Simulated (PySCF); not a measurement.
What does the PBE0-D3(BJ)/def2-SVP structure of `C(CCNCCCC)C` (dibutylamine) look like in three dimensions?

```xyz
28
C8H19N angstrom
C      4.3766    0.9610    0.3603
C      3.9183   -0.4823    0.2035
C      2.5392   -0.6488   -0.4261
C      1.3891   -0.0995    0.4025
N      0.1150   -0.4059   -0.2037
C     -1.0282    0.1167    0.5043
C     -2.3282   -0.2223   -0.2035
C     -3.5701    0.2554    0.5349
C     -4.8653   -0.0754   -0.1890
H      3.7335    1.5273    1.0514
H      5.4036    1.0140    0.7530
H      4.3642    1.4890   -0.6073
H      4.6519   -1.0279   -0.4132
H      3.9287   -0.9825    1.1884
H      2.3369   -1.7164   -0.6111
H      2.5327   -0.1606   -1.4193
H      1.4143   -0.5625    1.4065
H      1.5285    0.9925    0.5739
H      0.1050   -0.0687   -1.1651
H     -0.9734    1.2197    0.6655
H     -1.0388   -0.3273    1.5166
H     -2.3149    0.2214   -1.2170
H     -2.3689   -1.3148   -0.3530
H     -3.5031    1.3462    0.6951
H     -3.5853   -0.1929    1.5442
H     -4.9751   -1.1623   -0.3331
H     -5.7455    0.2768    0.3699
H     -4.8963    0.3916   -1.1866
```

Any rigid rotation of these coordinates is as good. Atoms count from 1 in this order. Of the pairs four or more bonds apart, H10···H18 is among the closest relative to their van der Waals radii: 2.32 Å, 97 % of the sum of Bondi's values. N5 (secondary amine nitrogen) is pyramidal (angles 114.6°, 109.6° and 109.5°, sum 333.7°, 0.38 Å off the plane of its three neighbours).

Bonds between heavy atoms (Å): C1–C2 1.522, C2–C3 1.525, C3–C4 1.520, C4–N5 1.444, N5–C6 1.443, C6–C7 1.519, C7–C8 1.522, C8–C9 1.520.

Computed with PBE0-D3(BJ)/def2-SVP geometry optimisation, gas phase in PySCF 2.14.0.

Point group: C1 (no symmetry element, even within 0.4 Å). No frequency check. The numbers are those of one conformer (C1–C2–C3–C4 -65°, C2–C3–C4–N5 -175°, C3–C4–N5–C6 -178°, C4–N5–C6–C7 179°, N5–C6–C7–C8 178°).
